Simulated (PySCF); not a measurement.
## Electronic structure of F²⁺ (fluorine, charge +2) at the UHF level

Configuration: [He] 2s2 2p3, high-spin 4S determinant. All numbers are calculated (PySCF 2.14, scalar relativity by spin-free X2C-1e, in aug-cc-pVDZ-DK (4s3p2d, 23 functions)).

* Total energy: -97.663623 hartree
* One-electron energy: -126.2047 hartree
* Hartree (Coulomb) energy: 37.7510 hartree
* Exchange energy: -9.2099 hartree
* ⟨S²⟩: 3.7538
* ⟨L²⟩: 0.000
* Sum of ⟨r⟩: 4.847 bohr
* Sum of ⟨r²⟩: 5.065 bohr²
* Langevin diamagnetic susceptibility: -4.01 ×10⁻⁶ cm³/mol
* Time after the integrals: 0.07 s of wall time on 1 thread of Neoverse-N1 (shared host)

```csv
shell,electrons,mean orbital energy (hartree),"rms radius, mean of both spins (bohr)"
1s α,1,-28.21268,0.203
1s β,1,-28.03149,0.203
2s α,1,-3.24272,1.01
2s β,1,-2.60547,1.01
2p α,3,-2.34338,0.987
```
